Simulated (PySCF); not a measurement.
H2F2GeO2 (SMILES [OH][Ge]([OH])([F])[F]), singlet, at a GFN2-xTB geometry. Base run: PBE/6-31G, polarisability in PySCF.

PySCF was given this input:
```python
from pyscf import gto, scf, dft
from pyscf.prop import polarizability

mol = gto.Mole()
mol.atom = '''
    O    -0.64110528    1.54626455   -0.32087169
    Ge    0.02283961    0.03832320   -0.00084131
    O     1.67088696    0.18163381    0.28293923
    F    -0.29269606   -1.06194969   -1.27930474
    F    -0.76968533   -0.72064860    1.31843804
    H    -1.58082964    1.60479990   -0.50111149
    H     2.17314113   -0.61094453    0.47929343
'''
mol.basis = '6-31g'
mol.verbose = 4
mol.build()

mf = dft.RKS(mol)
mf.xc = 'pbe'
mf.kernel()
alpha = mf.Polarizability().polarizability()[2, 2]
print('alpha_zz =', alpha)
```

Each row names what was changed in the base input (with any setting that the change needs).

```csv
change,alpha_zz (bohr³),basis functions,core-seconds (rough)
base,21.90,67,10
functional = pbe0,19.96,67,20
basis = STO-3G,12.80,40,7
finite field (a.u.) = 0.02; conv_tol = 1e-11,21.96,67,20
finite field (a.u.) = 2e-4; conv_tol = 1e-6,22.11,67,10
functional = camb3lyp,19.71,67,30
"functional = lda,vwn",21.94,67,10
finite field (a.u.) = 0.05; conv_tol = 1e-11,22.28,67,20
functional = hf,16.13,67,3
finite field (a.u.) = 0.005; conv_tol = 1e-11,21.90,67,20
finite field (a.u.) = 0.001; conv_tol = 1e-11,21.90,67,20
basis = def2-SVP,23.79,98,20
```

Finite-field rows take the second difference of the energy in a field along z; a small field with loose convergence shows SCF noise divided by the square of the field, and a large one adds hyperpolarisability.
